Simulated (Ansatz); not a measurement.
Born–Oppenheimer molecular dynamics of a periodic cell of 17 atoms, TiSi16 (host Si, host structure diamond, interstitial Ti). It starts from a relaxed structure.

The calculation used Ansatz 0.2.0, DFT PBE, scalar-relativistic, plane waves, PAW. Settings: PAW set soft_1, cutoff 420 eV, k mesh 2x2x2, fermi-dirac smearing 0.02 eV, no spin polarisation.

| Item | Value |
| --- | --- |
| ensemble | NVT, Langevin thermostat |
| time step | 3 fs |
| steps asked | 120 |
| set temperature | 600 K |
| friction | 0.02 /fs |
| seed | 557022 |

Frames 3 fs apart, positions in Å, forces in eV/Å.

Velocities at 60.0 fs (Å/ps):

```
Si 2.43 -5.33 -1.02
Si 2.27 -2.11 0.21
Si -0.01 -2.89 1.09
Si -1.25 1.24 3.45
Si 1.37 -4.19 1.41
Si -4.04 3.91 -4.83
Si -2.72 -0.44 1.12
Si 1.33 9.27 0.45
Si 2.80 -1.24 -3.94
Si -1.66 -1.64 4.85
Si -0.90 -5.10 2.98
Si 5.32 -3.56 3.99
Si -0.71 4.53 -0.27
Si -0.07 0.40 -3.82
Si 1.06 2.24 1.51
Si 1.44 -1.06 -4.78
Ti -1.71 6.10 2.34
```

```xyz
17
Lattice="0.0000 5.4300 5.4300 5.4300 0.0000 5.4300 5.4300 5.4300 0.0000" Properties=species:S:1:pos:R:3:forces:R:3 time_fs=60.0 energy_less_start_eV=0.802 T=356
Si 0.029 0.059 -0.062 -0.67 -1.18 -0.23
Si 1.231 1.352 1.296 0.84 0.37 1.29
Si 2.620 2.693 0.059 0.75 1.15 0.05
Si 4.122 4.162 1.352 -0.25 -0.56 0.06
Si 2.818 0.063 2.579 0.12 1.01 -0.34
Si 4.076 1.387 4.121 0.06 0.46 -0.77
Si 5.524 2.754 2.740 -1.32 -0.32 -0.40
Si 6.873 4.229 3.892 0.06 -0.48 1.03
Si 0.023 2.797 2.776 0.46 -0.77 -0.73
Si 1.367 4.062 4.076 0.52 0.97 0.54
Si 2.743 5.494 2.780 0.84 -0.99 0.46
Si 4.221 6.891 4.298 0.22 -0.97 0.11
Si 2.689 2.735 5.474 -0.11 -0.56 -0.33
Si 4.187 4.123 6.674 -0.41 -0.39 0.61
Si 5.534 5.295 5.358 0.37 1.23 -0.06
Si 6.742 6.666 6.858 -0.29 0.30 -0.85
Ti 8.312 8.088 8.172 -1.19 0.72 -0.44
17
Lattice="0.0000 5.4300 5.4300 5.4300 0.0000 5.4300 5.4300 5.4300 0.0000" Properties=species:S:1:pos:R:3:forces:R:3 time_fs=63.0 energy_less_start_eV=0.730 T=443
Si 0.035 0.043 -0.065 -0.94 -0.77 -0.16
Si 1.239 1.346 1.298 0.78 0.22 1.17
Si 2.622 2.689 0.064 0.83 1.16 -0.03
Si 4.117 4.163 1.360 -0.20 -0.62 0.01
Si 2.823 0.053 2.584 0.17 1.21 -0.49
Si 4.067 1.400 4.108 0.26 0.22 -0.49
Si 5.517 2.753 2.745 -1.10 -0.21 -0.47
Si 6.877 4.256 3.892 -0.09 -0.78 1.02
Si 0.035 2.788 2.763 0.34 -0.69 -0.53
Si 1.366 4.058 4.093 0.44 0.84 0.22
Si 2.743 5.478 2.793 0.77 -0.65 0.39
Si 4.238 6.879 4.309 -0.12 -0.62 -0.20
Si 2.689 2.748 5.472 -0.07 -0.72 -0.27
Si 4.183 4.125 6.662 -0.35 -0.42 0.67
Si 5.538 5.302 5.361 0.40 1.05 0.01
Si 6.745 6.663 6.841 -0.09 0.45 -0.48
Ti 8.308 8.110 8.178 -1.06 0.31 -0.37
17
Lattice="0.0000 5.4300 5.4300 5.4300 0.0000 5.4300 5.4300 5.4300 0.0000" Properties=species:S:1:pos:R:3:forces:R:3 time_fs=66.0 energy_less_start_eV=0.682 T=502
Si 0.035 0.025 -0.067 -1.07 -0.36 -0.03
Si 1.248 1.340 1.308 0.73 0.04 0.88
Si 2.624 2.691 0.068 0.88 1.07 -0.12
Si 4.108 4.165 1.365 -0.12 -0.69 0.03
Si 2.828 0.052 2.590 0.22 1.30 -0.61
Si 4.064 1.409 4.094 0.35 0.05 -0.20
Si 5.511 2.748 2.754 -0.88 -0.05 -0.59
Si 6.878 4.282 3.893 -0.20 -1.01 0.99
Si 0.051 2.771 2.748 0.20 -0.48 -0.24
Si 1.370 4.055 4.114 0.27 0.64 -0.14
Si 2.746 5.460 2.811 0.70 -0.26 0.25
Si 4.259 6.863 4.317 -0.51 -0.22 -0.49
Si 2.692 2.758 5.473 -0.02 -0.89 -0.25
Si 4.176 4.130 6.651 -0.26 -0.46 0.74
Si 5.543 5.309 5.365 0.43 0.81 0.11
Si 6.746 6.663 6.821 0.17 0.60 -0.06
Ti 8.304 8.134 8.183 -0.89 -0.11 -0.29
17
Lattice="0.0000 5.4300 5.4300 5.4300 0.0000 5.4300 5.4300 5.4300 0.0000" Properties=species:S:1:pos:R:3:forces:R:3 time_fs=69.0 energy_less_start_eV=0.687 T=513
Si 0.033 0.008 -0.070 -1.05 0.01 0.22
Si 1.259 1.337 1.324 0.66 -0.17 0.43
Si 2.630 2.699 0.071 0.87 0.93 -0.22
Si 4.097 4.166 1.372 0.00 -0.78 0.02
Si 2.833 0.056 2.592 0.25 1.27 -0.65
Si 4.066 1.409 4.083 0.30 -0.04 0.07
Si 5.500 2.736 2.764 -0.63 0.19 -0.71
Si 6.875 4.307 3.898 -0.22 -1.25 0.86
Si 0.066 2.748 2.735 0.05 -0.17 0.09
Si 1.379 4.056 4.133 0.06 0.39 -0.46
Si 2.750 5.439 2.828 0.61 0.18 0.10
Si 4.283 6.844 4.321 -0.95 0.21 -0.76
Si 2.694 2.763 5.475 0.05 -1.05 -0.25
Si 4.173 4.134 6.639 -0.23 -0.53 0.87
Si 5.548 5.316 5.374 0.45 0.55 0.18
Si 6.740 6.663 6.801 0.47 0.72 0.37
Ti 8.296 8.155 8.186 -0.70 -0.50 -0.16
17
Lattice="0.0000 5.4300 5.4300 5.4300 0.0000 5.4300 5.4300 5.4300 0.0000" Properties=species:S:1:pos:R:3:forces:R:3 time_fs=72.0 energy_less_start_eV=0.747 T=515
Si 0.028 -0.009 -0.076 -0.96 0.31 0.52
Si 1.273 1.337 1.340 0.58 -0.38 -0.08
Si 2.641 2.712 0.075 0.78 0.72 -0.31
Si 4.086 4.162 1.379 0.16 -0.80 -0.01
Si 2.841 0.065 2.590 0.25 1.14 -0.61
Si 4.071 1.407 4.075 0.21 -0.10 0.28
Si 5.489 2.719 2.769 -0.39 0.43 -0.78
Si 6.870 4.333 3.907 -0.11 -1.45 0.60
Si 0.079 2.729 2.721 -0.09 0.13 0.41
Si 1.390 4.056 4.148 -0.14 0.14 -0.70
Si 2.756 5.418 2.845 0.54 0.56 -0.03
Si 4.305 6.825 4.324 -1.37 0.64 -1.03
Si 2.695 2.760 5.480 0.11 -1.14 -0.25
Si 4.174 4.133 6.631 -0.21 -0.56 0.96
Si 5.554 5.327 5.385 0.42 0.23 0.23
Si 6.731 6.658 6.785 0.74 0.83 0.77
Ti 8.286 8.174 8.185 -0.52 -0.75 0.01
17
Lattice="0.0000 5.4300 5.4300 5.4300 0.0000 5.4300 5.4300 5.4300 0.0000" Properties=species:S:1:pos:R:3:forces:R:3 time_fs=75.0 energy_less_start_eV=0.831 T=472
Si 0.022 -0.026 -0.080 -0.85 0.53 0.74
Si 1.285 1.337 1.354 0.56 -0.51 -0.54
Si 2.655 2.725 0.076 0.59 0.47 -0.36
Si 4.073 4.158 1.388 0.40 -0.82 -0.09
Si 2.855 0.079 2.588 0.21 0.90 -0.55
Si 4.078 1.403 4.066 0.13 -0.15 0.54
Si 5.479 2.699 2.768 -0.17 0.64 -0.81
Si 6.864 4.353 3.919 0.08 -1.56 0.28
Si 0.088 2.718 2.706 -0.22 0.36 0.68
Si 1.403 4.057 4.158 -0.29 -0.07 -0.81
Si 2.768 5.402 2.856 0.43 0.87 -0.06
Si 4.319 6.810 4.325 -1.67 0.95 -1.23
Si 2.693 2.747 5.489 0.22 -1.13 -0.33
Si 4.179 4.132 6.622 -0.26 -0.54 1.05
Si 5.564 5.342 5.396 0.29 -0.10 0.20
Si 6.729 6.651 6.769 0.94 0.95 1.16
Ti 8.271 8.188 8.186 -0.38 -0.82 0.13
17
Lattice="0.0000 5.4300 5.4300 5.4300 0.0000 5.4300 5.4300 5.4300 0.0000" Properties=species:S:1:pos:R:3:forces:R:3 time_fs=78.0 energy_less_start_eV=0.923 T=453
Si 0.015 -0.040 -0.082 -0.78 0.65 0.95
Si 1.292 1.331 1.367 0.57 -0.52 -0.89
Si 2.671 2.740 0.076 0.31 0.20 -0.38
Si 4.053 4.154 1.398 0.77 -0.87 -0.27
Si 2.868 0.090 2.586 0.15 0.61 -0.54
Si 4.085 1.395 4.058 0.04 -0.14 0.76
Si 5.467 2.681 2.763 0.03 0.81 -0.84
Si 6.858 4.366 3.924 0.21 -1.60 0.04
Si 0.093 2.711 2.696 -0.30 0.52 0.86
Si 1.413 4.061 4.165 -0.29 -0.27 -0.89
Si 2.792 5.389 2.860 0.14 1.13 0.10
Si 4.323 6.796 4.321 -1.78 1.11 -1.34
Si 2.691 2.726 5.495 0.32 -0.97 -0.46
Si 4.186 4.127 6.610 -0.43 -0.59 1.18
Si 5.574 5.355 5.410 0.12 -0.35 -0.01
Si 6.732 6.646 6.753 1.17 1.14 1.61
Ti 8.257 8.200 8.191 -0.23 -0.85 0.12
17
Lattice="0.0000 5.4300 5.4300 5.4300 0.0000 5.4300 5.4300 5.4300 0.0000" Properties=species:S:1:pos:R:3:forces:R:3 time_fs=81.0 energy_less_start_eV=1.039 T=391
Si 0.005 -0.053 -0.083 -0.73 0.72 1.12
Si 1.296 1.324 1.374 0.60 -0.48 -1.12
Si 2.687 2.756 0.079 0.01 -0.09 -0.43
Si 4.031 4.149 1.406 1.20 -0.93 -0.45
Si 2.877 0.092 2.583 0.11 0.42 -0.58
Si 4.091 1.383 4.054 -0.07 -0.13 0.92
Si 5.454 2.665 2.761 0.20 0.96 -0.91
Si 6.854 4.370 3.921 0.14 -1.49 0.06
Si 0.097 2.704 2.690 -0.32 0.63 0.99
Si 1.417 4.067 4.173 -0.17 -0.43 -1.00
Si 2.821 5.381 2.860 -0.26 1.31 0.37
Si 4.324 6.786 4.312 -1.75 1.14 -1.31
Si 2.688 2.706 5.499 0.38 -0.76 -0.61
Si 4.194 4.115 6.596 -0.60 -0.65 1.28
Si 5.582 5.365 5.426 -0.03 -0.56 -0.34
Si 6.739 6.641 6.738 1.33 1.31 2.01
Ti 8.243 8.212 8.198 -0.05 -0.91 0.01
17
Lattice="0.0000 5.4300 5.4300 5.4300 0.0000 5.4300 5.4300 5.4300 0.0000" Properties=species:S:1:pos:R:3:forces:R:3 time_fs=84.0 energy_less_start_eV=1.157 T=294
Si -0.006 -0.064 -0.079 -0.66 0.77 1.19
Si 1.295 1.319 1.378 0.66 -0.45 -1.24
Si 2.700 2.770 0.084 -0.25 -0.33 -0.53
Si 4.016 4.144 1.414 1.53 -0.99 -0.55
Si 2.883 0.093 2.578 0.12 0.33 -0.62
Si 4.100 1.374 4.050 -0.23 -0.20 1.05
Si 5.446 2.651 2.764 0.38 1.08 -1.04
Si 6.851 4.373 3.913 -0.04 -1.32 0.24
Si 0.098 2.698 2.686 -0.32 0.72 1.07
Si 1.417 4.071 4.179 -0.06 -0.51 -1.09
Si 2.845 5.379 2.862 -0.62 1.42 0.61
Si 4.324 6.780 4.303 -1.68 1.15 -1.24
Si 2.686 2.688 5.499 0.42 -0.59 -0.74
Si 4.201 4.098 6.582 -0.69 -0.66 1.37
Si 5.587 5.374 5.439 -0.14 -0.76 -0.66
Si 6.752 6.636 6.726 1.44 1.45 2.35
Ti 8.230 8.223 8.206 0.12 -1.08 -0.15
17
Lattice="0.0000 5.4300 5.4300 5.4300 0.0000 5.4300 5.4300 5.4300 0.0000" Properties=species:S:1:pos:R:3:forces:R:3 time_fs=87.0 energy_less_start_eV=1.213 T=325
Si -0.020 -0.070 -0.070 -0.49 0.72 1.13
Si 1.294 1.317 1.376 0.75 -0.42 -1.30
Si 2.717 2.780 0.086 -0.51 -0.54 -0.61
Si 4.009 4.135 1.419 1.72 -0.96 -0.51
Si 2.889 0.093 2.575 0.14 0.32 -0.68
Si 4.108 1.371 4.050 -0.39 -0.32 1.11
Si 5.440 2.641 2.772 0.53 1.17 -1.18
Si 6.852 4.376 3.903 -0.25 -1.11 0.49
Si 0.097 2.695 2.679 -0.28 0.79 1.13
Si 1.416 4.072 4.182 -0.03 -0.47 -1.13
Si 2.866 5.381 2.864 -0.87 1.36 0.74
Si 4.319 6.777 4.291 -1.52 1.07 -1.08
Si 2.682 2.671 5.495 0.45 -0.43 -0.82
Si 4.202 4.076 6.570 -0.66 -0.54 1.33
Si 5.591 5.381 5.447 -0.29 -0.88 -0.86
Si 6.768 6.631 6.720 1.42 1.48 2.53
Ti 8.216 8.232 8.213 0.30 -1.25 -0.30
17
Lattice="0.0000 5.4300 5.4300 5.4300 0.0000 5.4300 5.4300 5.4300 0.0000" Properties=species:S:1:pos:R:3:forces:R:3 time_fs=90.0 energy_less_start_eV=1.193 T=374
Si -0.031 -0.074 -0.056 -0.30 0.69 0.99
Si 1.296 1.316 1.373 0.83 -0.39 -1.30
Si 2.740 2.788 0.083 -0.83 -0.75 -0.73
Si 4.008 4.120 1.417 1.77 -0.75 -0.28
Si 2.901 0.094 2.571 0.13 0.33 -0.69
Si 4.111 1.376 4.057 -0.44 -0.50 1.06
Si 5.435 2.638 2.776 0.64 1.19 -1.26
Si 6.854 4.381 3.895 -0.36 -0.97 0.62
Si 0.094 2.693 2.672 -0.19 0.83 1.13
Si 1.416 4.070 4.188 -0.07 -0.35 -1.19
Si 2.886 5.386 2.867 -1.04 1.16 0.70
Si 4.310 6.779 4.268 -1.28 0.91 -0.81
Si 2.678 2.653 5.486 0.43 -0.29 -0.76
Si 4.199 4.053 6.564 -0.52 -0.32 1.21
Si 5.600 5.385 5.451 -0.57 -0.89 -0.94
Si 6.781 6.627 6.721 1.37 1.47 2.65
Ti 8.200 8.239 8.219 0.44 -1.38 -0.41
17
Lattice="0.0000 5.4300 5.4300 5.4300 0.0000 5.4300 5.4300 5.4300 0.0000" Properties=species:S:1:pos:R:3:forces:R:3 time_fs=93.0 energy_less_start_eV=1.111 T=402
Si -0.044 -0.076 -0.040 -0.04 0.67 0.76
Si 1.300 1.318 1.368 0.86 -0.34 -1.24
Si 2.760 2.796 0.075 -1.12 -0.92 -0.85
Si 4.014 4.106 1.406 1.68 -0.47 0.12
Si 2.912 0.092 2.564 0.11 0.40 -0.64
Si 4.111 1.384 4.068 -0.40 -0.70 0.90
Si 5.433 2.638 2.777 0.67 1.16 -1.25
Si 6.856 4.390 3.886 -0.40 -0.92 0.64
Si 0.088 2.695 2.666 -0.02 0.82 1.09
Si 1.418 4.066 4.194 -0.19 -0.21 -1.19
Si 2.901 5.389 2.876 -1.11 0.84 0.46
Si 4.297 6.781 4.236 -0.96 0.71 -0.45
Si 2.676 2.632 5.478 0.40 -0.10 -0.66
Si 4.195 4.031 6.563 -0.39 -0.09 1.04
Si 5.606 5.386 5.450 -0.77 -0.72 -0.84
Si 6.797 6.630 6.729 1.16 1.27 2.60
Ti 8.189 8.240 8.223 0.52 -1.41 -0.50
```

Of the whole run (360 fs, mean temperature of the second half 611 K): A run of 0.36 ps of so small a system gives no equilibrium averages. The SCF threshold is loose, so the forces are noisy. Limits of this set-up: coarse k mesh.

Run time: 7 min on 1 thread of Arm Neoverse V2, on a shared host, peak memory 0.6 GiB.
